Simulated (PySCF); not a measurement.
Compound: C2H4AlBr.
Atom-mapped SMILES: `[CH2:1]=[CH:2][AlH:3][Br:4]` (hydrogens: H5, H6 on C1; H7 on C2; H8 on Al3)

Computed by this run: PBE0-D3(BJ)/def2-SVP geometry optimisation, gas phase in PySCF 2.14.0; density fitting, grid level 1; the optimiser is geomeTRIC in internal coordinates, started from a GFN2-xTB structure with every atom displaced at random (about 0.01 Å).

Step 0: E = -78757.5188 eV
```
atom  x, y, z in Å  |  force x, y, z in eV/Å
C1     -1.3851    0.0453    0.2502   -1.825   1.506   0.898
C2     -0.4072   -0.6098   -0.3189    2.160  -0.724  -0.694
Al3     1.3346    0.2405   -0.0616    0.240  -0.625  -0.389
Br4     3.3917   -0.4757   -0.7933   -0.498   0.019   0.089
H5     -2.4441   -0.2459    0.1975    0.051  -0.139   0.030
H6     -1.2176    0.9983    0.7817   -0.018  -0.150   0.012
H7     -0.6287   -1.5303   -0.8481   -0.029  -0.360  -0.236
H8      1.4116    1.5583    0.7398   -0.080   0.473   0.289
```

Step 1: E = -78757.6197 eV
```
atom  x, y, z in Å  |  force x, y, z in eV/Å
C1     -1.4131    0.0504    0.2530   -0.120   0.041  -0.176
C2     -0.3540   -0.5623   -0.3020    0.109   0.137   0.156
Al3     1.3596    0.2974   -0.0322    0.143  -0.276  -0.155
Br4     3.2743   -0.6162   -0.8544   -0.154   0.069   0.022
H5     -2.4377   -0.3291    0.1527   -0.025  -0.055   0.062
H6     -1.3253    0.9965    0.8032    0.042  -0.013   0.053
H7     -0.5292   -1.4972   -0.8469    0.027  -0.014  -0.027
H8      1.4807    1.6411    0.7737   -0.020   0.111   0.066
```

Task: Estimate the geometry and energy of step 2. (The exact step hangs on the optimiser's Hessian estimate; all steps are aligned on step 1, rigid shifts and turns removed.)

Result: E = -78757.6263 eV, largest force 0.146 eV/Å
```
atom  x, y, z in Å  |  force x, y, z in eV/Å
C1     -1.4377    0.0518    0.2390    0.034   0.084   0.062
C2     -0.3425   -0.5308   -0.2787   -0.139  -0.041   0.011
Al3     1.3839    0.2962   -0.0225    0.032   0.018  -0.019
Br4     3.2552   -0.6441   -0.8816   -0.066   0.005  -0.015
H5     -2.4475   -0.3679    0.1361    0.041  -0.020  -0.026
H6     -1.3856    0.9923    0.8041    0.014  -0.001   0.004
H7     -0.5007   -1.4678   -0.8266    0.078  -0.049  -0.034
H8      1.5302    1.6511    0.7775    0.008   0.004   0.016
```

The energy changes by -0.0066 eV. The first-order estimate −F·Δx gives -0.0164 eV and the mean of the old and new forces, exact on a quadratic surface, -0.0074 eV. The step makes an angle of 75° with the force vector and moves no atom by more than 0.060 Å.

What follows is the cost of the whole optimisation. On an Arm Neoverse V1 with one thread, no GPU (shared host), this took 25 s of wall time and 0.40 GiB of memory at its peak.
